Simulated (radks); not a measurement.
All-electron atom: Hf LVIII in [Ne] 3s2 3p3.

Method: scalar-relativistic Kohn-Sham, PBE, spin-polarised, spherical densities, finite nucleus; open shells are filled with parallel spins first (spin-orbit coupling, left out, can overturn this in heavy ions); Fermi nuclear charge, rms radius 5.347 fm; computed with a radial shooting solver on a logarithmic mesh with Libxc functionals.

Energy parts (eV):
total: -314284.59
kinetic: 351906.84
electron-nucleus: -693315.77
Hartree: 31352.19
exchange-correlation: -4227.86

Orbitals (lengths in bohr, moments of r in powers of bohr; <r^-3> diverges for s and p1/2; r(max) is where P^2 peaks; r(90%) holds 90 % of the orbital's charge):
\begin{tabular}{lrrrrrr}
orbital & occ. & eigenvalue (eV) & <r^-3> & r(90%) & <r^4> & r(max) \\ \hline
1s up & 1 & -69683.41 & - & 0.0345 & 6.610e-07 & 0.01190 \\
1s down & 1 & -69672.50 & - & 0.0345 & 6.608e-07 & 0.01190 \\
2s up & 1 & -15400.18 & - & 0.123 & 0.00009496 & 0.06769 \\
2s down & 1 & -15392.26 & - & 0.123 & 0.00009467 & 0.06770 \\
2p up & 3 & -14075.20 & 18220 & 0.115 & 0.00007244 & 0.05526 \\
2p down & 3 & -14063.95 & 18210 & 0.115 & 0.00007227 & 0.05529 \\
3s up & 1 & -6166.425 & - & 0.279 & 0.002586 & 0.1823 \\
3s down & 1 & -6130.710 & - & 0.280 & 0.002604 & 0.1823 \\
3p up & 3 & -5771.382 & 4943 & 0.279 & 0.002540 & 0.1778 \\
3p down & 0 & -5735.835 & 4938 & 0.279 & 0.002559 & 0.1778 \\
3d up & 0 & -5409.616 & 668.7 & 0.253 & 0.001667 & 0.1413 \\
3d down & 0 & -5380.340 & 673.0 & 0.253 & 0.001667 & 0.1406 \\
4s up & 0 & -3270.809 & - & 0.504 & 0.02861 & 0.3621 \\
4s down & 0 & -3257.568 & - & 0.505 & 0.02886 & 0.3627 \\
\end{tabular}

The highest occupied level is 3p up at -5771.4 eV. The electron density at the nucleus is 1.284e+06 e/bohr^3 (large components only).
